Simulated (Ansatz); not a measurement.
GeH2 (SMILES [GeH2]), charge 0, multiplicity 1, relaxed at each level with Ansatz (a program for electronic structure); harmonic frequencies from differences of analytic forces, average atomic masses, frozen cores.

**Question.** Give the equilibrium geometry, the harmonic frequencies and the zero-point energy at CCSD(T)/cc-pVTZ.

**Answer.** 
(charge 0, multiplicity 1):
```xyz
3

Ge     0.000     0.058     0.000
H     -1.143    -1.058     0.000
H      1.150    -1.050     0.000
```
Frequencies (cm⁻¹): 939, 1928, 1930. Zero-point energy 6.86 kcal/mol.

**Question.** Give the equilibrium geometry, the harmonic frequencies and the zero-point energy at CCSD(T)/cc-pVQZ.

**Answer.** 
(charge 0, multiplicity 1):
```xyz
3

Ge    -0.0002     0.0573     0.0000
H     -1.1416    -1.0577     0.0000
H      1.1486    -1.0500     0.0000
```
Frequencies (cm⁻¹): 932, 1931, 1933. Zero-point energy 6.86 kcal/mol.

Doubts at one or more of the structures used: a restricted determinant that unrestricted orbitals would lower (CCSD(T)/cc-pVTZ, CCSD(T)/cc-pVQZ).
